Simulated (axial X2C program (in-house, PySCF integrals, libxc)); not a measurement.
Spin–orbit effects down a group: molecules with Li, PBE0

Computed with an in-house all-electron X2C program for linear molecules (integrals from PySCF), spin-free (one-electron X2C) or two-component (2c: spin–orbit coupling with atomic mean-field Coulomb and Gaunt terms, which also bring small scalar terms), in Dyall basis sets with cores contracted in-house; open shells are unrestricted.

Basis sets: Ag dyall-cv3z, Au dyall-cv3z, Cu dyall-cv3z, Li dyall-cv3z.

| molecule | spin-free state | Re (Å) | ωe (cm⁻¹) | De (eV) | 2c state | Re 2c (Å) | ωe 2c (cm⁻¹) | De 2c (eV) |
| --- | --- | --- | --- | --- | --- | --- | --- | --- |
| LiCu | M_S = 0, Λ = 0 | 2.280 | 386.9 | 1.72 | Ω = 0 | 2.280 | 386.8 | 1.72 |
| LiAg | M_S = 0, Λ = 0 | 2.402 | 365.6 | 1.62 | Ω = 0 | 2.402 | 365.5 | 1.62 |
| LiAu | M_S = 0, Λ = 0 | 2.272 | 465.6 | 2.71 | Ω = 0 | 2.272 | 466.2 | 2.73 |

Work out the shifts from the spin-free to the two-component result.



```tsv
molecule	2c state	ΔRe (Å)	Δωe (cm⁻¹)	ΔDe (eV)
LiCu	Ω = 0	0.000	-0.1	0.00
LiAg	Ω = 0	0.000	-0.1	0.00
LiAu	Ω = 0	0.000	0.6	0.02
```

Shifts of one unit in the last digit are rounding.

Each entry is the lowest single determinant of a limited PBE0 search at one distance. De goes to single-determinant-based atoms at the same level (for ions the charge split of lowest energy) and is withheld (n/a) where an atom does not fit its ground term or J level. Main or longest-lived isotopes.
